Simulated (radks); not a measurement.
Effect of the nuclear size on the strontium ion Sr+, [Kr] 5s1. Calculated with a radial shooting solver on a logarithmic mesh with Libxc functionals: Dirac Kohn-Sham, LDA (Slater exchange, Perdew-Wang correlation), spin-unpolarised, spherical densities, finite nucleus; Fermi nuclear charge, rms radius 4.224 fm. The rms radius is varied about that value; shifts are against it.

rms radius (fm) = 3.7805: total energy shift (eV) -0.164; density at nucleus (e/bohr^3) 6.13e+04; 1s1/2 shift (meV) -69.7; 2s1/2 shift (meV) -7.18; 3p1/2 shift (meV) 0.118; 4s1/2 shift (meV) -0.151
rms radius (fm) = 3.9494: total energy shift (eV) -0.104; density at nucleus (e/bohr^3) 6.106e+04; 1s1/2 shift (meV) -44.0; 2s1/2 shift (meV) -4.53; 3p1/2 shift (meV) 0.074; 4s1/2 shift (meV) -0.095
rms radius (fm) = 4.224: total energy shift (eV) 0; density at nucleus (e/bohr^3) 6.07e+04; 1s1/2 shift (meV) 0.000; 2s1/2 shift (meV) 0.000; 3p1/2 shift (meV) 0.000; 4s1/2 shift (meV) 0.000
rms radius (fm) = 4.4648: total energy shift (eV) 0.0962; density at nucleus (e/bohr^3) 6.04e+04; 1s1/2 shift (meV) 40.8; 2s1/2 shift (meV) 4.20; 3p1/2 shift (meV) -0.069; 4s1/2 shift (meV) 0.089
rms radius (fm) = 4.6886: total energy shift (eV) 0.190; density at nucleus (e/bohr^3) 6.014e+04; 1s1/2 shift (meV) 80.5; 2s1/2 shift (meV) 8.30; 3p1/2 shift (meV) -0.136; 4s1/2 shift (meV) 0.175

Slopes of the eigenvalues against <r^2> in GHz/fm^2, as finite differences over the two radii next to the reference (eigenvalue slopes, not the field-shift constants of lines): 1s1/2 4730, 2s1/2 487, 3p1/2 -7.97, 4s1/2 10.3.
